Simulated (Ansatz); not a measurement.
Consider the ligand exchange at a Zr–Cl bond: `[OH][Zr]([Cl])([Cl])[Cl]` + HI → `[OH][Zr]([Cl])([Cl])[I]` + HCl.

Computed with Ansatz on PBE0-D4/def2-TZVP structures; ΔE is electronic, products minus reactants. CCSD(T)/CBS adds triple-zeta CCSD(T) − MP2 to the extrapolated MP2 energy (def2 sets, frozen cores). This one scheme is used for every species. Elements past krypton have def2 core potentials. For I, Zr outer-core shells are correlated without core-valence functions, which leaves a few kJ/mol of doubt a bond. Each species was taken in one conformer, which may not be the lowest.

| species | MP2/def2-TZVPP energy (Eh) |
| --- | --- |
| `[OH][Zr]([Cl])([Cl])[Cl]` | -1502.03374 |
| HI | -297.74990 |
| `[OH][Zr]([Cl])([Cl])[I]` | -1339.48172 |
| HCl | -460.30264 |

Q: Work out ΔE.

A: ΔE = (-1339.48172) + (-460.30264) − (-1502.03374) − (-297.74990) = -0.00072 Eh = -0.02 eV. CCSD(T)/CBS gives +0.06 eV.

Largest T1 diagnostic among the species: 0.016.

At CCSD(T), def2-SVP lies +0.11 eV from the extrapolated value and def2-TZVPP +0.01 eV. The D4 term adds −0.04 eV with B3LYP and −0.02 eV with PBE0; it sums over pairs of atoms, weighted by their polarisabilities, and B3LYP, whose exchange is more repulsive, gets the larger term. Leaving LDA and LC-ωPBE aside and taking each functional with its dispersion term where it has one, the values, not all of them listed here, spread over 0.17 eV, from PBE-QIDH to B97M-V.

B3LYP here is the variant with VWN-RPA as its local correlation; programs differ in this.
